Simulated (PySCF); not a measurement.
# K¹⁷⁺ (potassium, charge +17): Hartree-Fock from Schrödinger to Dirac-Coulomb-Breit

Occupied: 1s1/2. Hartree-Fock calculated with PySCF 2.14 in an even-tempered Gaussian basis (16 s from 1.2 bohr⁻², ratio 2.7; 11 p from 1.4 bohr⁻², ratio 2.7), Gaussian nucleus throughout. NR is non-relativistic, sf-X2C the spin-free one-electron X2C Hamiltonian, X2C adds the bare one-electron spin-orbit term, X2C-SNSO screens it by Boettger's factors, DC is four-component Dirac-Coulomb, and the Gaunt and Breit terms are added at first order (total energies over the DC spinors, levels after relaxing the spinors in that mean field). QED terms are absent. Levels marked empty are virtual spinors of this ion.

```
Hamiltonian  E (hartree)  E − E(DC) (hartree)  CPU seconds
         NR    -349.2333               1.6684         0.18
     sf-X2C    -350.8584               0.0433          0.1
        X2C    -350.8584               0.0433          0.1
   X2C-SNSO    -350.8584               0.0433          0.1
         DC    -350.9017               0.0000          1.5
   DC+Gaunt    -350.8144               0.0873          2.6
   DC+Breit    -350.8144               0.0873           22
```

```json
{"level (eV)": "1s1/2", "NR": "-4593.0", "sf-X2C": "-4613.5", "X2C": "-4613.5", "X2C-SNSO": "-4613.5", "DC": "-4614.6", "DC+Gaunt": "-4612.3", "DC+Breit": "-4612.3"}
{"level (eV)": "2s1/2 (empty)", "NR": "-1028.8", "sf-X2C": "-1034.6", "X2C": "-1034.6", "X2C-SNSO": "-1034.6", "DC": "-1034.7", "DC+Gaunt": "-1034.4", "DC+Breit": "-1034.4"}
{"level (eV)": "2p1/2 (empty)", "NR": "-995.50", "sf-X2C": "-997.76", "X2C": "-1000.9", "X2C-SNSO": "-1000.7", "DC": "-1000.6", "DC+Gaunt": "-1000.2", "DC+Breit": "-1000.2"}
{"level (eV)": "2p3/2 (empty)", "NR": "-995.50", "sf-X2C": "-997.76", "X2C": "-996.24", "X2C-SNSO": "-996.32", "DC": "-996.39", "DC+Gaunt": "-996.15", "DC+Breit": "-996.22"}
{"level (eV)": "3s1/2 (empty)", "NR": "-448.45", "sf-X2C": "-450.43", "X2C": "-450.43", "X2C-SNSO": "-450.43", "DC": "-450.45", "DC+Gaunt": "-450.39", "DC+Breit": "-450.40"}
```

```json
{"interval (eV)": "2p3/2 − 2p1/2", "X2C": "4.631", "X2C-SNSO": "4.386", "DC": "4.227", "DC+Gaunt": "4.014", "DC+Breit": "4.014"}
```

Weight of the small component: 1s1/2 0.00467, 2s1/2 0.00102, 2p1/2 0.00101, 2p3/2 0.00100, 3s1/2 0.000443.

Koopmans' value for the highest occupied level at DC+Breit: 4612.3 eV, against an ionisation energy of 4610.8 eV (theoretical estimate listed by NIST; NIST Atomic Spectra Database, ionization energies); the former lacks relaxation, correlation, QED and recoil.

The whole ladder took 27 s of wall time on 1 thread of Neoverse-V1 (shared host), launched as `OMP_NUM_THREADS=1 python relrun2.py TASK.json OUT` (a driver that calls PySCF for each Hamiltonian).
